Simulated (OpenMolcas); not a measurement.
**Ge: from RASSCF to RASPT2**

```
Program             : OpenMolcas
Basis               : ANO-R3 [7s6p5d4f2g]
Scalar Hamiltonian  : X2C, finite nucleus
Active space        : 2 electrons in 9 orbitals (RAS2 4p; RAS3 4d 5s, at most 1 electron)
State averaging     : 2S+1 = 3 even, 3 roots; 2S+1 = 1 even, 6 roots; 2S+1 = 3 odd, 3 roots; 2S+1 = 1 odd, 3 roots
Spin-orbit coupling : state interaction with AMFI integrals over the reference wave functions, term energies averaged over their components
```

Methods on the same reference wave functions:
A. RASSCF
B. SS-RASPT2, IPEA 0.25 Eh, imaginary shift 0.1 Eh (closed shells correlated: 3d 4s)
C. XMS-RASPT2, IPEA 0.25 Eh, imaginary shift 0.1 Eh (closed shells correlated: 3d 4s)

Energies in eV above 4s2 4p2 3P0, the measured ground level; measured values from NIST Handbook of Basic Atomic Spectroscopic Data.

| Level | A | B | C | Measured |
| --- | --- | --- | --- | --- |
| 4s2 4p2 3P0 | 0.0000 | 0.0000 | 0.0000 | 0.0000 |
| 4s2 4p2 3P1 | 0.0577 | 0.0587 | 0.0587 | 0.0691 |
| 4s2 4p2 3P2 | 0.1537 | 0.1530 | 0.1527 | 0.1748 |
| 4s2 4p2 1D2 | 1.1598 | 0.898 | 0.872 | 0.8834 |
| 4s2 4p2 1S0 | 2.6966 | 2.360 | 2.356 | 2.0293 |
| 4s2 4p 5s 3P* 0 | 4.6578 | 4.725 | 4.706 | 4.6434 |
| 4s2 4p 5s 3P* 1 | 4.6976 | 4.762 | 4.744 | 4.6745 |
| 4s2 4p 5s 3P* 2 | 4.8378 | 4.905 | 4.886 | 4.8500 |
| 4s2 4p 5s 1P* 1 | 5.0998 | 5.124 | 5.112 | 4.9619 |

Deviations, from unrounded energies. A percentage is the sum of absolute deviations over the sum of measured energies, with the sign that they share, or ± where signs differ.

```
                        Against measurement  Levels      A      B      C
             mean absolute deviation (cm-1)       8   1200    770    690
      fine structure of the ground term (%)       2  -13.4  -13.2  -13.3
other terms of the ground configuration (%)       2  +32.4  +11.9  ±11.6
                   other configurations (%)       4   ±1.0   +2.0   +1.7
```

C lies closest to measurement on these levels and A furthest from it. The largest miss of C in the table is 4s2 4p2 1S0, by +2600 cm-1. The ranking rests on the paired levels alone, and a cruder setting can come out closer through cancelling errors.

Between B and C the level of the table that moves most is 4s2 4p2 1D2, by 200 cm-1 (lowest in C, highest in B). Moves below CASPT2's spread within the term are not significant.

The mean deviations of B to C differ by less than CASPT2's widest spread within a term (590 cm-1), so their order carries little weight.

From A to B the spin-free energies of the other terms of 4s2 4p2 shown, above 3P, scale by factors of 0.75 to 0.87.

The lowest spin-free term lies below A's lowest term by 0.557 hartree in B, 0.560 hartree in C.

Term energies are means over components that CASPT2 splits; among the terms shown or strongly mixed into the levels shown the widest spread is 590 cm-1 (4s2 4p2 1D, C). ANO sets are built for valence states and can reach diffuse excited orbitals poorly, and with the s shell closed the s pⁿ⁺¹ terms that mix with these levels are absent. With the s shell closed, the reference lacks s² → p² mixing. No level of 4s2 4p 4d was computed, though it lies in the active space. Without dynamic correlation excited terms often stand tens of per cent too high (terms of higher spin than the ground term too low), and those without a measured partner can miss by more than the paired ones (holds for A). Some levels mix across a computed gap that differs much from the measured one, so their mixing is not that of the real levels (holds for A). Some terms miss by over 15 % even with CASPT2, which points to a basis or an active space too small for the shells correlated (holds for B; C). Computed and measured levels are paired by configuration, term and J; levels that our copy of the source lacks, or whose pairing is in doubt (as where it misses far off the trend of its configuration), stay unpaired and out of the deviations. Only configurations of the active space appear.

* marks odd parity.
